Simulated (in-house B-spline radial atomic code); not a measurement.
RPA and G0W0 on B3LYP (VWN-RPA): the magnesium ion Mg²⁺

Configuration [He] 2s2 2p6, mean-field start B3LYP (VWN-RPA). Computed with an all-electron radial atomic-structure program (B-spline basis): all electrons, non-relativistic, point nucleus, each spin shell either full or empty, empty states to l = 9 with an (l + 1/2)⁻⁴ tail; G0W0 by contour deformation at full frequency.

Command:
```bash
python run_gw.py task.json out
```
Settings (radii: box in bohr, nucleus in fm):
```
Z                        12
electrons                10
configuration            [He] 2s2 2p6
hamiltonian              nr
method                   b3lyp
lmax                     9
spin_polarised           False
box_radius               17.55
intervals                48
```

Time taken, with all properties: 0.9 s on 1 thread of Arm Neoverse N1, on a shared host.

Energies (hartree):

| term | value |
| --- | --- |
| mean-field total | -199.25075 |
| Hartree-Fock functional on these orbitals | -198.82463 |
| direct second order | -0.67612 |
| second-order exchange | 0.23927 |
| SOSEX correction | 0.21806 |

Q: What is the RPA correlation energy, and what remains with SOSEX?

A: RPA gives -0.59232 hartree (-1.61 eV per electron); RPA + SOSEX gives -0.37427, and the second-order doubles -0.43685 hartree (no singles). SOSEX takes back 37 % of the RPA value.

Quasi-particle levels (eV):

```json
{"level": "2p", "occupied": "yes", "mean field": "-70.18", "Σx - vxc": "-11.94", "Σc": "?", "QP weight": "?", "G0W0": "?"}
{"level": "2s", "occupied": "yes", "mean field": "-104.35", "Σx - vxc": "-17.82", "Σc": "5.86", "QP weight": "0.866", "G0W0": "-116.31"}
{"level": "3s", "occupied": "no", "mean field": "-18.276", "Σx - vxc": "3.87", "Σc": "-0.43", "QP weight": "0.996", "G0W0": "-14.829"}
```

G0W0 = mean field + (Σx - vxc) + Σc, with Σc (partial-wave tail included) taken at the quasi-particle energy. Levels of low weight are left out.

Q: Where does G0W0 put 2p?

A: At -79.96 eV, with Σc = 2.15 eV and a quasi-particle weight of 0.946. The tabulated removal energy is 80.144 eV (NIST, measured); the calculation leaves out relativity, Breit and QED terms, and what these don't explain is the method's own error.
